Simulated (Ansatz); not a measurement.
## Molecular dynamics of C2H7BO

The input (input.yaml):

```yaml
crystal:
  periodic: [false, false, false]
  atoms:
    - { symbol: B, position_ang: [-0.009747, -0.029717, 0.029402] }
    - { symbol: O, position_ang: [0.043155, -0.2283, 1.369049] }
    - { symbol: H, position_ang: [-0.838429, -0.507077, 1.652126] }
    - { symbol: C, position_ang: [1.334953, 0.172157, -0.77344] }
    - { symbol: H, position_ang: [1.325023, -0.677917, -1.494587] }
    - { symbol: H, position_ang: [1.398381, 1.027125, -1.349392] }
    - { symbol: H, position_ang: [2.203032, 0.101973, -0.147543] }
    - { symbol: C, position_ang: [-1.346524, -0.098365, -0.798123] }
    - { symbol: H, position_ang: [-2.291247, 0.042176, -0.194114] }
    - { symbol: H, position_ang: [-1.257252, 0.693621, -1.599531] }
    - { symbol: H, position_ang: [-1.563337, -1.063384, -1.33975] }
basis:
  gaussian: { orbitals: "6-31G*" }
hamiltonian:
  xc: pbe0
md:
  timestep: 0.5
  n_steps: 150
  ensemble: nvt_langevin
  temperature: 300.0
  initial_velocities: maxwell_boltzmann
  seed: 175531
  friction: 0.001
```

Launched with:

```bash
$ ansatz run input.yaml --threads 1 --pin off --max-ram 2048MiB --backend cpu --events-out ev --progress --plain --runs-dir out
```

It goes on from the last frame of an earlier run, with new velocities.

Output, in part (one step line in 6, the closing report, with atoms numbered from 0):

```
md step     0: t =     0.00 fs  T =   272.7 K  F+E_penalty+E_count = -4907.11211614 eV  E_kin = 0.387780 eV  (23 SCF iters)
md step     6: t =     3.00 fs  T =   258.6 K  F+E_penalty+E_count = -4907.10349964 eV  E_kin = 0.367675 eV  (24 SCF iters)
md step    12: t =     6.00 fs  T =   156.6 K  F+E_penalty+E_count = -4906.96025435 eV  E_kin = 0.222730 eV  (25 SCF iters)
md step    18: t =     9.00 fs  T =   240.1 K  F+E_penalty+E_count = -4907.07218221 eV  E_kin = 0.341406 eV  (24 SCF iters)
md step    24: t =    12.00 fs  T =   277.9 K  F+E_penalty+E_count = -4907.12608056 eV  E_kin = 0.395190 eV  (24 SCF iters)
md step    30: t =    15.00 fs  T =   301.6 K  F+E_penalty+E_count = -4907.14412881 eV  E_kin = 0.428786 eV  (24 SCF iters)
md step    36: t =    18.00 fs  T =   304.1 K  F+E_penalty+E_count = -4907.15862723 eV  E_kin = 0.432321 eV  (23 SCF iters)
md step    42: t =    21.00 fs  T =   311.7 K  F+E_penalty+E_count = -4907.15694541 eV  E_kin = 0.443128 eV  (24 SCF iters)
md step    48: t =    24.00 fs  T =   315.8 K  F+E_penalty+E_count = -4907.16482657 eV  E_kin = 0.448976 eV  (24 SCF iters)
md step    54: t =    27.00 fs  T =   194.7 K  F+E_penalty+E_count = -4906.99102921 eV  E_kin = 0.276779 eV  (24 SCF iters)
md step    60: t =    30.00 fs  T =   261.6 K  F+E_penalty+E_count = -4907.09977793 eV  E_kin = 0.371972 eV  (24 SCF iters)
md step    66: t =    33.00 fs  T =   253.1 K  F+E_penalty+E_count = -4907.08230385 eV  E_kin = 0.359912 eV  (23 SCF iters)
md step    72: t =    36.00 fs  T =   304.3 K  F+E_penalty+E_count = -4907.15579266 eV  E_kin = 0.432617 eV  (24 SCF iters)
md step    78: t =    39.00 fs  T =   235.8 K  F+E_penalty+E_count = -4907.03779971 eV  E_kin = 0.335314 eV  (24 SCF iters)
md step    84: t =    42.00 fs  T =   313.0 K  F+E_penalty+E_count = -4907.14611190 eV  E_kin = 0.445107 eV  (24 SCF iters)
md step    90: t =    45.00 fs  T =   306.0 K  F+E_penalty+E_count = -4907.12962392 eV  E_kin = 0.435068 eV  (24 SCF iters)
md step    96: t =    48.00 fs  T =   271.4 K  F+E_penalty+E_count = -4907.08877381 eV  E_kin = 0.385834 eV  (24 SCF iters)
md step   102: t =    51.00 fs  T =   241.9 K  F+E_penalty+E_count = -4907.03458588 eV  E_kin = 0.343999 eV  (24 SCF iters)
md step   108: t =    54.00 fs  T =   268.1 K  F+E_penalty+E_count = -4907.07861468 eV  E_kin = 0.381193 eV  (24 SCF iters)
md step   114: t =    57.00 fs  T =   325.8 K  F+E_penalty+E_count = -4907.16302012 eV  E_kin = 0.463283 eV  (24 SCF iters)
md step   120: t =    60.00 fs  T =   227.4 K  F+E_penalty+E_count = -4907.01417459 eV  E_kin = 0.323334 eV  (24 SCF iters)
md step   126: t =    63.00 fs  T =   289.1 K  F+E_penalty+E_count = -4907.09974236 eV  E_kin = 0.411041 eV  (24 SCF iters)
md step   132: t =    66.00 fs  T =   260.0 K  F+E_penalty+E_count = -4907.03875159 eV  E_kin = 0.369685 eV  (24 SCF iters)
md step   138: t =    69.00 fs  T =   314.2 K  F+E_penalty+E_count = -4907.11730110 eV  E_kin = 0.446724 eV  (24 SCF iters)
md step   144: t =    72.00 fs  T =   252.5 K  F+E_penalty+E_count = -4907.01948251 eV  E_kin = 0.358988 eV  (24 SCF iters)
md step   150: t =    75.00 fs  T =   333.7 K  F+E_penalty+E_count = -4907.14516899 eV  E_kin = 0.474544 eV  (23 SCF iters)
Total energy: -4907.14518450 eV, -180.3342593478 hartree
Atom 0 at    -0.054052    -0.053769    -0.101360 Å, force     1.188277    -0.217060     0.526433 eV/Å
Atom 1 at    -0.073202     0.359694     1.214993 Å, force    -0.645589    -0.144551    -0.662650 eV/Å
Atom 2 at    -1.008697     0.332798     1.489289 Å, force     0.461995     0.128880     0.190435 eV/Å
Atom 3 at     1.372461    -0.091173    -0.840142 Å, force    -0.562212    -1.213680     1.090406 eV/Å
Atom 4 at     1.519738    -0.980647    -1.508698 Å, force    -0.068113     0.899004     0.441917 eV/Å
Atom 5 at     1.357526     0.810278    -1.389825 Å, force     0.112431     1.164287    -1.459998 eV/Å
Atom 6 at     2.228132     0.051864    -0.164503 Å, force    -0.182803    -0.421039     0.057839 eV/Å
Atom 7 at    -1.363162    -0.542070    -0.802678 Å, force    -1.317375    -0.228307    -0.707779 eV/Å
Atom 8 at    -2.270042    -0.597905    -0.162756 Å, force     0.504844    -0.331651     0.137461 eV/Å
Atom 9 at    -1.771811     0.073228    -1.634244 Å, force     0.756636    -0.058672     0.102691 eV/Å
Atom 10 at    -1.171956    -1.543052    -1.253590 Å, force    -0.248092     0.422789     0.283245 eV/Å
Dipole moment:    -0.342093    -0.021597    -0.077279 e Å
```

All steps were run. A run of 0.075 ps of so small a system gives no equilibrium averages.

The same pairs are bonded in the first frame and the last. Pairs count as bonded within 1.25 times the sum of covalent radii (0.12 Å more for H–H).

Last frame:

```xyz
11
Properties=species:S:1:pos:R:3
B -0.054 -0.054 -0.101
O -0.073 0.360 1.215
H -1.009 0.333 1.489
C 1.373 -0.091 -0.840
H 1.520 -0.981 -1.509
H 1.357 0.810 -1.390
H 2.228 0.052 -0.165
C -1.363 -0.542 -0.803
H -2.270 -0.598 -0.163
H -1.772 0.073 -1.634
H -1.172 -1.543 -1.254
```

Run time: 4.7 min on 1 thread of Intel(R) Xeon(R) Platinum 8488C (Sapphire Rapids) (shared host), peak memory 0.15 GiB.
